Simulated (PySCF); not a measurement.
**SMILES Clc1ccc[se]1, C$_{4}$H$_{3}$ClSe**

Molfile (atoms numbered from 1):
```
C4H3ClSe
     RDKit          3D

  9  9  0  0  0  0  0  0  0  0999 V2000
    2.9618    0.4123    0.2993 Cl  0  0  0  0  0  0  0  0  0  0  0  0
    1.2633    0.3353    0.1293 C   0  0  0  0  0  0  0  0  0  0  0  0
    0.5221   -0.7981    0.0298 C   0  0  0  0  0  0  0  0  0  0  0  0
   -0.8685   -0.5609   -0.1014 C   0  0  0  0  0  0  0  0  0  0  0  0
   -1.2320    0.7449   -0.1074 C   0  0  0  0  0  0  0  0  0  0  0  0
    0.2223    1.8900    0.0622 Se  0  0  0  0  0  2  0  0  0  0  0  0
    0.9533   -1.7835    0.0498 H   0  0  0  0  0  0  0  0  0  0  0  0
   -1.5781   -1.3659   -0.1899 H   0  0  0  0  0  0  0  0  0  0  0  0
   -2.2306    1.1320   -0.1968 H   0  0  0  0  0  0  0  0  0  0  0  0
  1  2  1  0
  2  3  2  0
  3  4  1  0
  4  5  2  0
  5  6  1  0
  6  2  1  0
  3  7  1  0
  4  8  1  0
  5  9  1  0
M  END
```

Level of theory: PySCF, TDDFT CAM-B3LYP/aug-cc-pVDZ excited states, vertical, gas phase. Geometry: GFN2-xTB.

The calculation is non-relativistic, which matters for the atoms heavier than Zn.

(1) How strongly do the lowest singlets absorb one photon, and two photons of half the energy?

Answers

(1) δ for parallel linear polarisation; σ at the peak of a Lorentzian of half width 0.1 eV, single beam; Ω is circular over linear.
```tsv
state	E (eV)	f	photon λ (nm)	δ (au)	σ (GM)	Ω	main
S1	5.15	0.113	482	6.24	0.06	0.73	HOMO→LUMO 0.94
S2	5.17	0.000	479	<0.1	0.00	–	HOMO→LUMO+2 0.36, HOMO→LUMO+1 0.18
S3	5.39	0.001	460	8.75	0.09	1.50	HOMO−1→LUMO+2 0.34, HOMO−1→LUMO+1 0.18
S4	5.51	0.120	450	40.7	0.45	0.77	HOMO−1→LUMO 0.89
S5	5.92	0.004	419	25.6	0.33	1.50	HOMO→LUMO+1 0.61, HOMO→LUMO+2 0.21
```

Among these, the strongest one-photon state is S4, the strongest two-photon state S4, with a dipole change of 0.5 D (relaxed, norm of the difference vector).
